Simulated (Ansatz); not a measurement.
Isolated molecules relaxed with PBE0-D4/def2-TZVP in Ansatz; ΔE leaves out vibrations. CCSD(T)/CBS adds triple-zeta CCSD(T) − MP2 to the extrapolated MP2 energy (def2 sets, frozen cores). Functionals use def2-TZVPP. For Ge, Se outer-core shells are correlated without core-valence functions, which leaves a few kJ/mol of doubt a bond. Scalar relativity is left out up to krypton. One conformer a species, not always the lowest.

`[GeH3][SeH]` + `C[NH][GeH]([OH])[Cl]` → `[OH][GeH2][SeH]` + `C[NH][GeH2][Cl]`  (redistribution)

```tsv
level	ΔE (kJ/mol)
B2PLYP	3.7
CCSD/def2-TZVPP	7.4
HF/CBS(def2)	5.9
CCSD/CBS(def2)	6.3
```

Task: What does CCSD(T)/CBS give? (Estimate.)

Result: The calculation gave: +6.1 kJ/mol. The listed levels differ from it by -2.4, 1.3, -0.2, 0.2 kJ/mol.

Largest T1 diagnostic among the species: 0.011.
